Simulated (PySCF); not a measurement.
CH₃Cd, doublet, at a GFN2-xTB geometry (such geometries of metal compounds can be far from the true shape) (the spin is typed, not shown lowest) (core potentials on Cd). Base run: PBE/def2-SV(P) (PySCF).

Input for PySCF:
```python
from pyscf import gto, scf, dft

mol = gto.M(
    atom='''
Cd   -0.284542   -0.180196   -0.224558
C     1.437858    0.910574    1.134743
H     2.000201    0.137968    1.655324
H     0.943465    1.570745    1.844606
H     2.087197    1.477259    0.470377
''',
    basis='def2-sv(p)',
    ecp={'Cd': 'def2-sv(p)'},
    charge=0,
    spin=1,
    verbose=4,
)

mf = dft.UKS(mol)
mf.xc = 'pbe'
mf.kernel()
mf.analyze()
```

The base run was repeated with changes; each row names its change, and settings that it needs were set with it.

```
change                                     E (Eh)  HOMO (eV)  dipole (D)  <S^2>  core-seconds (rough)
-------------------------------------  ----------  ---------  ----------  -----  --------------------
base                                   -207.49544      -4.28        0.17  0.756                     6
functional = pbe; dispersion = d3zero  -207.49756      -4.28        0.17  0.756                     7
functional = lda,vwn                   -206.87172      -4.40        0.26  0.753                     4
functional = hse06                     -207.49574      -4.84        0.07  0.764                    10
functional = b3lyp                     -207.61638      -5.04        0.18  0.760                     6
functional = r2scan                    -207.58022      -4.64        0.16  0.767                     7
functional = wb97m_v                   -207.44802      -7.07        0.08  0.767                    80
functional = pw6b95                    -207.69392      -5.20        0.01  0.761                     6
functional = revpbe                    -207.59466      -4.23        0.12  0.757                     6
functional = b97-1                     -207.51968      -4.88        0.13  0.758                     6
functional = b97m_v                    -207.54219      -4.27        0.06  0.756                    90
functional = pbe; dispersion = d3bjm   -207.50039      -4.28        0.17  0.756                     6
functional = scan                      -207.56727      -4.71        0.32  0.773                    10
```

Total energies compare only within one method and basis.

Open shells are given as the SCF converged; they aren't shown to be the lowest states, and a large step between rows can be another state.
